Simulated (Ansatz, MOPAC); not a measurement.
Diatomic BF-, multiplicity 2 (lowest of 2S+1 = 2, 4 at CCSD(T)/def2-TZVPP on PBE0 minima; our sources give no spin for the ground state, which may be another). The T1 diagnostic near the minimum is 0.049, so single-reference values are doubtful.

The constants come from a fifth-degree fit in 1/R (seven points, main isotopes). In def2 and cc sets the state is the lowest found near the PBE0 minimum, followed along R.

Correlated levels freeze the cores. The state that AM1 reach isn't checked.

Run with Ansatz (Gaussian orbitals); MOPAC for AM1 (differences of heats of formation). 

```tsv
level	r_e (Å)	ω_e (cm⁻¹)	ω_e x_e (cm⁻¹)
AM1	1.305	1822	19
PBE/def2-TZVPP	1.373	997	12
B97M-V/def2-TZVPP	1.354	___	13
BHLYP/def2-TZVPP	1.350	1069	13
CAM-B3LYP/def2-TZVPP	1.359	1045	12
CCSD/def2-TZVPP	1.367	1040	12
CCSD(T)/aug-cc-pVTZ	1.316	1106	16
CCSD(T)/aug-cc-pVQZ	___	___	22
```

Q: Fill in the missing entries.

A: 
- CCSD(T)/aug-cc-pVQZ, r_e (Å): 1.303
- CCSD(T)/aug-cc-pVQZ, ω_e (cm⁻¹): 1141
- B97M-V/def2-TZVPP, ω_e (cm⁻¹): 1060

Ansatz is a quantum-chemistry and plane-wave program.
